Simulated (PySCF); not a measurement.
Deuteron quadrupole couplings in `CCO[Si@H]([SiH3])P`

Compound: C2H11OPSi2.
Numbering: `[CH3:1][CH2:2][O:3][Si@H:4]([SiH3:5])[PH2:6]` (hydrogens: H7, H8, H9 on C1; H10, H11 on C2; H12 on Si4; H13, H14, H15 on Si5; H16, H17 on P6)

Geometry (PBE0-D3(BJ)/def2-SVP, Å), atoms numbered from 1 in this order:
```xyz
17
C2H11OPSi2 angstrom
C     -2.806    0.471   -0.759
C     -1.815   -0.346    0.033
O     -0.591    0.353    0.116
Si     0.828   -0.321    0.680
Si     2.440    1.365    0.536
P      1.338   -2.159   -0.558
H     -2.965    1.450   -0.284
H     -2.434    0.643   -1.780
H     -3.774   -0.049   -0.824
H     -2.204   -0.542    1.051
H     -1.663   -1.332   -0.445
H      0.665   -0.824    2.086
H      2.077    2.566    1.349
H      3.749    0.828    1.022
H      2.591    1.769   -0.895
H      2.505   -2.431    0.221
H      2.052   -1.431   -1.559
```

Level: PBE0/pcSseg-1 (PySCF, non-relativistic); Q(2H) = 0.00286 b; rigid geometry, the same for H and D, with no vibrational averaging.

Question: Rank these positions by the coupling χzz of a deuteron there, largest first.
A. H8 (methyl hydrogen)
B. H17 (P–H hydrogen)
C. H12 (Si–H hydrogen)
D. H11 (methylene hydrogen)
E. H14 (Si–H hydrogen)

Answer: A (196 kHz), D (179 kHz), B (114 kHz), E (94 kHz), C (90 kHz).

Q: What are Vzz, η and χzz (234.96 MHz × Q × Vzz) at all hydrogens?

A: 
```json
{"atom": "H7", "bonded to": "C1", "bond length (Å)": "1.100", "Vzz (au)": "0.2917", "η": "0.03", "χzz (kHz)": "196"}
{"atom": "H8", "bonded to": "C1", "bond length (Å)": "1.100", "Vzz (au)": "0.2916", "η": "0.03", "χzz (kHz)": "196"}
{"atom": "H9", "bonded to": "C1", "bond length (Å)": "1.100", "Vzz (au)": "0.2921", "η": "0.03", "χzz (kHz)": "196"}
{"atom": "H10", "bonded to": "C2", "bond length (Å)": "1.107", "Vzz (au)": "0.2706", "η": "0.07", "χzz (kHz)": "182"}
{"atom": "H11", "bonded to": "C2", "bond length (Å)": "1.107", "Vzz (au)": "0.2662", "η": "0.09", "χzz (kHz)": "179"}
{"atom": "H12", "bonded to": "Si4", "bond length (Å)": "1.502", "Vzz (au)": "0.1338", "η": "0.03", "χzz (kHz)": "90"}
{"atom": "H13", "bonded to": "Si5", "bond length (Å)": "1.495", "Vzz (au)": "0.1414", "η": "0.01", "χzz (kHz)": "95"}
{"atom": "H14", "bonded to": "Si5", "bond length (Å)": "1.497", "Vzz (au)": "0.1402", "η": "0.00", "χzz (kHz)": "94"}
{"atom": "H15", "bonded to": "Si5", "bond length (Å)": "1.496", "Vzz (au)": "0.1412", "η": "0.01", "χzz (kHz)": "95"}
{"atom": "H16", "bonded to": "P6", "bond length (Å)": "1.429", "Vzz (au)": "0.1698", "η": "0.08", "χzz (kHz)": "114"}
{"atom": "H17", "bonded to": "P6", "bond length (Å)": "1.429", "Vzz (au)": "0.1697", "η": "0.07", "χzz (kHz)": "114"}
```

Q: Average by the element that carries the hydrogen.

A: on C: 190 kHz over 5 positions, mean bond length 1.103 Å; on Si: 94 kHz over 4 positions, mean bond length 1.497 Å; on P: 114 kHz over 2 positions, mean bond length 1.429 Å.

Q: A static deuteron (I = 1) shows a doublet split by (3/2)χ, (3/4)χ(1 + η) and (3/4)χ(1 − η) with the field along z, y and x of the gradient. What are these for H14?

A: With |χ| = 94.2 kHz and η = 0.004: 141, 71 and 70 kHz, to first order and without motion.

One conformer (not necessarily the lowest) at the PBE0-D3(BJ)/def2-SVP geometry, without solvent, vibrations or thermal averaging. With so small a basis the couplings can be 20 % off.
